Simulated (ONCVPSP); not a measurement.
# Before and after: ONCV potential for C

C, optimised norm-conserving Vanderbilt (ONCV), made with ONCVPSP 4.0.1 (PBE, scalar-relativistic). Core [He], reference 2s2 2p1.5 (charge +0.5). Waves: 2s: rc 1.25 bohr, ncon 4, nbas 7, qcut 5.1 1/bohr, 2 projectors, debl 3.8 Ha; 2p: rc 2.00 bohr, ncon 4, nbas 7, qcut 7.5 1/bohr, 1 projector. Local part: polynomial inside 1.15 bohr (lpopt 5, dvloc0 6 Ha). Core correction: none.

Change: p: rc 2.92.

Cutoffs: the cutoffs (Ha) at which the residual kinetic energy of the hardest occupied pseudo-wave falls to 1 and 0.1 mHa per electron; they do not see the model core or the augmentation charge, which bear on the density cutoff. Errors are all-electron minus pseudo energies relative to the spin-unpolarised reference configuration.

What does the change do?

The potential gets neither clearly harder nor softer (30 Ha and 72 Ha → 30 Ha and 72 Ha); the s channel sets the loose cutoff, while the largest relative change is in p, which becomes softer; of the 4 tests that both files solve, the error grows in 4 and shrinks in 0 by more than 15 % and 0.3 meV (median size 11.9 → 46.0 meV); neither file shows a bound ghost. More of the atom is replaced by a form fitted at one configuration, so other configurations suffer.

| quantity | base | changed |
| --- | --- | --- |
| cutoff, loose | 30 Ha | 30 Ha |
| cutoff, tight | 72 Ha | 72 Ha |
| loose cutoff by channel | s 30 Ha, p 16 Ha | s 30 Ha, p 11 Ha |
| bound ghosts | none | none |
| GHOST(+) flags under 300 eV | none | none |
| error for 2s2 2p2, meV [ΔE -3.96 eV] | +3.2 | +10 |
| error for 2s2 2p1, meV [ΔE 6.90 eV] | +9.7 | +28 |
| error for 2s2 2p0, meV [ΔE 31.05 eV] | +210 | +506 |
| error for 2s1 2p2, meV [ΔE 15.65 eV] | -14 | -64 |
| s: phases at 1.27 bohr within 0.05 rad from the reference energy up to (Ha; the scan ends near 5) | to the end of the scan | to the end of the scan |
